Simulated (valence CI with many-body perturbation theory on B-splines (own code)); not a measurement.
Fe¹³⁺: electric-dipole lines

Method: valence CI with perturbative core correlation (CI+MBPT): three valence electrons over a frozen Dirac-Fock core [Ne], a basis of 11 s, 11 p, 9 d, 7 f, 5 g, 2 h, 1 i functions for each j, with the one-electron correlation potential Σ1 (screened to all orders), the two-electron term Σ2, the three-electron term Σ3, Breit, model QED; selected single and double excitations, second order for the rest (own B-spline code, finite nucleus).

No measured levels were compared; by estimate levels of excited configurations hold to 0.05 to 0.15 % of their energy, terms of the ground configuration to about 0.5 %.

Lines 1 to 50 of 263 in falling wavelength, among levels below 138.98 eV, chosen from the strongest by gf and those to the six lowest levels. Wavelengths and rates use the calculated energies, so an error of 300 cm⁻¹ moves a line at 545.2 Å by 0.16 % and its rate by three times that or more. Electric multipoles are in the length gauge, E1 and E2 with the static RPA response of the core. Weak lines are less certain than strong ones. Lines between different terms over intervals too small for the method are left out, as are lines whose strength nearly cancels. Where a level lies close to another of its J and parity, the split of strength between their lines is uncertain. The highest levels of a list are the least certain.

Names give the largest LS component (configuration and term), which can be under half, so a name can repeat, a term be missing and a line seem to break the LS rules; names also repeat where a configuration has a term twice. Letters in brackets count levels of one name in rising energy.

```csv
λ vac (Å),Upper,Lower,A (s⁻¹),S (a.u.) with core polarisation,S without
545.2,3p³ ²D°_5/2,3s3p² ²P_3/2,6.64e+08,3.18e-01,3.32e-01
528.9,3p²3d ²D_5/2 [a],3s3p3d ²D°_5/2 [b],3.72e+08,1.63e-01,1.70e-01
511.9,3p²3d ²G_7/2,3s3p3d ²F°_5/2 [b],9.38e+08,4.97e-01,5.17e-01
493.7,3p²3d ²G_9/2,3s3p3d ²F°_7/2 [b],1.08e+09,6.44e-01,6.70e-01
485.1,3s3p² ⁴P_1/2,3s²3p ²P°_3/2,9.78e+06,1.10e-03,1.14e-03
481.6,3p²3d ²F_7/2 [a],3s3p3d ²F°_7/2 [a],7.92e+08,3.50e-01,3.63e-01
467.6,3s3p² ⁴P_3/2,3s²3p ²P°_3/2,6.34e+06,1.28e-03,1.33e-03
463.5,3p²3d ²F_5/2 [a],3s3p3d ²F°_5/2 [a],1.25e+09,3.68e-01,3.83e-01
447.5,3s3p² ⁴P_5/2,3s²3p ²P°_3/2,2.72e+07,7.23e-03,7.52e-03
444.4,3s3p² ⁴P_1/2,3s²3p ²P°_1/2,2.67e+07,2.31e-03,2.40e-03
429.7,3s3p² ⁴P_3/2,3s²3p ²P°_1/2,5.90e+05,9.24e-05,9.60e-05
427.4,3p²3d ²D_3/2 [b],3s3p3d ²P°_3/2 [c],8.80e+08,1.36e-01,1.41e-01
424.8,3p²3d ²P_1/2 [b],3s3p3d ²P°_3/2 [b],2.37e+09,1.79e-01,1.86e-01
410.7,3p²3d ²F_5/2 [a],3s3p3d ²D°_3/2,1.53e+09,3.14e-01,3.26e-01
410.3,3p²3d ²P_3/2 [b],3s3p3d ²D°_5/2 [b],9.75e+08,1.33e-01,1.38e-01
401.9,3p²3d ²P_3/2 [b],3s3p3d ²P°_1/2 [b],1.20e+09,1.54e-01,1.60e-01
401.3,3p³ ²P°_3/2,3s3p² ²P_3/2,2.68e+09,3.42e-01,3.55e-01
400.5,3p²3d ²F_7/2 [a],3s3p3d ²D°_5/2 [a],1.36e+09,3.44e-01,3.58e-01
394.2,3p³ ²P°_1/2,3s3p² ²P_1/2,3.29e+09,1.99e-01,2.07e-01
391.4,3p²3d ²D_5/2 [b],3s3p3d ²P°_3/2 [b],2.48e+09,4.41e-01,4.58e-01
390.2,3p²3d ²F_5/2 [b],3s3p3d ²P°_3/2 [c],1.46e+09,2.57e-01,2.67e-01
384.1,3p²3d ²G_9/2,3s3p3d ²F°_7/2 [a],4.04e+09,1.13e+00,1.17e+00
383.9,3p²3d ²F_7/2 [b],3s3p3d ²D°_5/2 [b],2.55e+09,5.70e-01,5.91e-01
375.9,3p²3d ²P_3/2 [a],3s3p3d ²D°_5/2 [a],1.92e+09,2.01e-01,2.09e-01
368.9,3p²3d ²G_7/2,3s3p3d ²F°_5/2 [a],4.47e+09,8.86e-01,9.19e-01
367.9,3s3p3d ²F°_5/2 [a],3s²3d ²D_3/2,1.35e+09,1.98e-01,2.06e-01
367.3,3p²3d ⁴F_3/2,3s3p3d ⁴D°_1/2,2.56e+09,2.50e-01,2.60e-01
365.9,3p²3d ⁴F_7/2,3s3p3d ⁴D°_5/2,1.25e+09,2.42e-01,2.51e-01
360.8,3p³ ²D°_3/2,3s3p² ²D_3/2,2.11e+09,1.96e-01,2.04e-01
359.2,3p²3d ⁴F_5/2,3s3p3d ⁴D°_3/2,2.48e+09,3.41e-01,3.54e-01
358.8,3p³ ²D°_5/2,3s3p² ²D_5/2,2.98e+09,4.07e-01,4.23e-01
358.7,3p²3d ²D_5/2 [b],3s3p3d ²F°_7/2 [b],1.36e+09,1.86e-01,1.94e-01
357.9,3p²3d ²F_5/2 [b],3s3p3d ²F°_5/2 [b],2.21e+09,3.00e-01,3.11e-01
356.6,3s3p² ²D_3/2,3s²3p ²P°_3/2,7.55e+07,6.76e-03,7.04e-03
356.3,3p²3d ⁴F_9/2,3s3p3d ⁴D°_7/2,3.49e+09,7.80e-01,8.10e-01
355.9,3p³ ²D°_5/2,3s3p² ²D_3/2,3.11e+08,4.15e-02,4.32e-02
355.8,3p³ ²P°_3/2,3s3p² ²S_1/2,1.71e+09,1.52e-01,1.58e-01
353.8,3s3p² ²D_5/2,3s²3p ²P°_3/2,1.95e+09,2.56e-01,2.66e-01
351.3,3p²3d ⁴D_1/2,3s3p3d ⁴P°_1/2,3.61e+09,1.55e-01,1.61e-01
351.2,3s3p3d ²F°_7/2 [a],3s²3d ²D_5/2,2.04e+09,3.50e-01,3.64e-01
350.7,3p²3d ⁴D_7/2,3s3p3d ²D°_5/2 [a],1.04e+09,1.78e-01,1.85e-01
349.4,3p²3d ²P_1/2 [a],3s3p3d ²D°_3/2,3.01e+09,1.27e-01,1.32e-01
348.3,3p²3d ⁴F_7/2,3s3p3d ⁴P°_5/2,2.36e+09,3.94e-01,4.09e-01
347.9,3p²3d ²F_7/2 [b],3s3p3d ²F°_7/2 [b],3.25e+09,5.41e-01,5.61e-01
344.9,3p³ ⁴S°_3/2,3s3p² ²D_3/2,1.13e+08,9.12e-03,9.48e-03
343.1,3p²3d ⁴D_3/2,3s3p3d ⁴P°_3/2,2.75e+09,2.19e-01,2.28e-01
342.5,3p²3d ⁴D_5/2,3s3p3d ⁴P°_3/2,1.79e+09,2.13e-01,2.21e-01
342.4,3p²3d ⁴D_5/2,3s3p3d ⁴D°_5/2,2.49e+09,2.96e-01,3.07e-01
341.6,3p²3d ²F_5/2 [b],3s3p3d ²P°_3/2 [a],1.44e+09,1.70e-01,1.76e-01
334.4,3p²3d ⁴D_7/2,3s3p3d ⁴D°_5/2,1.36e+09,2.00e-01,2.08e-01
```
